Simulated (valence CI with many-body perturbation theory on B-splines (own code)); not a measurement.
Results of a calculation; reference values are marked as such.
Pb⁶⁷⁺: what the settings do

Method: configuration interaction combined with many-body perturbation theory (CI+MBPT): five valence electrons over a frozen Dirac-Fock core [Ne], a basis of 6 s, 6 p, 5 d, 3 f, 1 g functions for each j, with the one-electron correlation potential Σ1, the two-electron term Σ2, the three-electron term Σ3, Breit, model QED; selected CI, second order for the rest, scaled by the run's own slope (own B-spline code, finite nucleus).

No measured spectrum was set against this ion. As an estimate, large intervals hold to a few tenths of a per cent, small ones and those within an open d or f shell to about a per cent. Among the levels kept, up to 790 cm⁻¹ of a level comes from second order outside the variational space, and about a tenth of that is noise between levels of different J, which matters for small intervals.

The reference run has the lowest level (3s^2 3p1/2^2 3p3/2) J=3/2 and an ionisation energy of 7790.22 eV. Its largest variational space holds 9999 state functions.

Levels are named by their leading jj configuration (3d3/2^4 stands for four electrons in 3d with j = 3/2), which in mixed levels can hold well under half, so a name can repeat and another be missing. Letters in brackets count levels of one name in rising energy.

Changed runs:
A. correlating orbitals by l 3 3 3 2 1 → 5 5 3 3 0; size limit of the variational space 10000 → 3000; second order for the rest on → off
B. cutoff of virtual states (hartree) 13448 → 8640
C. Breit term on → off; QED terms on → off
D. Davidson tolerance 2e-05 → 0.03 (bad on purpose)

Excitation energies of the reference run in cm⁻¹, and shifts in cm⁻¹:

```tsv
Level	Reference	A	B	C	D
(3s^2 3p1/2^2 3d3/2) J=3/2	2115370	+1062	-60	+18259	0
(3s^2 3p1/2^2 3d5/2) J=5/2	3298020	+1770	-65	+43503	+0.1
(3s^2 3p1/2 3p3/2^2) J=3/2	4582910	+323	-65	+49932	+0.1
(3s^2 3p1/2 3p3/2^2) J=5/2	4688520	+655	-65	+57018	+0.1
(3s^2 3p1/2 3p3/2^2) J=1/2	4831040	-153	-66	+47959	0
(3s 3p1/2^2 3p3/2^2) J=5/2	6248190	+1963	-47	+62272	+0.3
(3s 3p1/2^2 3p3/2^2) J=3/2	6505630	+1784	-73	+61000	+0.2
(3s 3p1/2^2 3p3/2^2) J=1/2	6537640	+445	-56	+55450	0
(3s^2 3p1/2 3p3/2 3d3/2) J=5/2 [a]	6670190	+1927	-125	+75885	+0.3
(3s^2 3p1/2 3p3/2 3d3/2) J=1/2 [a]	6703260	+236	-125	+67026	0
(3s^2 3p1/2 3p3/2 3d3/2) J=3/2 [a]	6709790	+1864	-117	+71346	+0.2
(3s^2 3p1/2 3p3/2 3d3/2) J=7/2	6782010	+1805	-125	+83292	0
Ionisation energy (eV)	7790.22	-0.26	-0.0085	+8.30	0
```
